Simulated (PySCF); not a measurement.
**Computed properties of Nb(S)(OH)(NH2)2 (H5N2NbOS), SMILES [NH2][Nb]([NH2])([OH])=[S], multiplicity 1**

Nb(S)(OH)(NH2)2 (H5N2NbOS), SMILES [NH2][Nb]([NH2])([OH])=[S], multiplicity 1. Coordinates come from a B3LYP-D3(BJ)/def2-SVP optimisation. The spin state was assumed, not searched. The structure was generated by enumeration; whether it is a known compound was not checked. The def2 effective core potentials stand for the cores of Nb; spin–orbit coupling is left out. Other conformers were not sampled. All values are computed for the isolated molecule unless a solvent is named; none is compared with measurement here.

**Structure.** The optimised structure has Cs symmetry. All 24 harmonic modes at B3LYP-D3(BJ)/def2-SVP (PySCF) are real, so it is a minimum. With heavy atoms numbered as in [Nb:1](=[S:2])([OH:3])([NH2:5])[NH2:8], the shortest bond between them is Nb1–O3 at 1.905 Å and the longest Nb1–S2 at 2.163 Å.

**Vibrations.** The strongest infrared lines (harmonic, unscaled, degenerate partners summed) lie at 3883 cm⁻¹ (232 km/mol, H 94 %), 457 cm⁻¹ (210 km/mol, H 78 %, O 19 %), 489 cm⁻¹ (208 km/mol, H 74 %, N 24 %). The softest mode is at 122 cm⁻¹ and the zero-point energy is 40.0 kcal/mol.

**Electronic structure.** PBE0/def2-TZVP (PySCF) places the frontier levels at -7.37 and -1.53 eV, a gap of 5.84 eV, and gives a dipole moment of 3.02 D and a mean polarisability of 82.0 bohr³. PBE/def2-TZVP (PySCF) at the same geometry gives -5.99 and -2.28 eV, so its gap is 2.13 eV narrower. An orbital gap is neither the optical nor the fundamental gap.

**Excitations.** TDDFT-CAM-B3LYP/def2-SVPD (PySCF) has S1 at 4.04 eV (307 nm, f = 0.000, dark); the most intense of the 10 singlets computed lies at 4.98 eV (f = 0.03). T1 (TDA) is at 3.49 eV. TDDFT-PBE/def2-SVPD (PySCF) puts S1 at 3.83 eV. No vertical singlet excitation falls in the visible range (under 3.1 eV).
